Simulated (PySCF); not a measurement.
Process, species as SMILES: N#P (N-P) + H+ → [NH+]#P
B3LYP-D3(BJ)/def2-TZVP geometries, fixed; electronic energies without zero-point terms; positive where energy is released.
Largest species:
```xyz
3

N      0.0000     0.0000    -0.9047
P      0.0000     0.0000     0.5502
H      0.0000     0.0000    -1.9194
```
Charge +1, spin multiplicity 1.

Basis-set convergence of the proton affinity at PBE0 with PySCF. All functions are spherical. Density fitting with generated auxiliary sets. The proton sits at the site shown, which need not be the one that binds it best. No added dispersion term, no relativity. Functions are those of the species that has most. Reference: the value in aug-pcseg-3, 198.71 kcal/mol, itself unsure by roughly 0.10 kcal/mol (its mean distance from aug-cc-pV(Q+d)Z, cc-pV(5+d)Z, def2-QZVPPD). Deviations are taken from unrounded values.

```
basis            functions  proton affinity (kcal/mol)  minus reference (kcal/mol)
---------------  ---------  --------------------------  --------------------------
6-31G**                 37                      198.02                       -0.69
def2-SVP                37                      198.90                        0.19
pcseg-1                 37                      194.61                       -4.10
6-311G**                50                      198.40                       -0.31
def2-SVPD               52                      197.91                       -0.81
6-311+G**               58                      196.58                       -2.13
6-311++G(2d,2p)         72                      196.68                       -2.03
def2-TZVP               74                      198.49                       -0.22
def2-TZVPP              87                      198.93                        0.22
def2-TZVPD              89                      198.05                       -0.66
jun-cc-pV(T+d)Z        101                      198.11                       -0.60
def2-TZVPPD            102                      198.46                       -0.25
aug-pcseg-2            119                      198.36                       -0.35
aug-cc-pV(T+d)Z        124                      198.14                       -0.57
cc-pV(Q+d)Z            149                      198.80                        0.09
def2-QZVPP             157                      198.69                       -0.03
aug-pcseg-3            223                      198.71                        0.00
cc-pV(5+d)Z            246                      198.71                        0.00
```
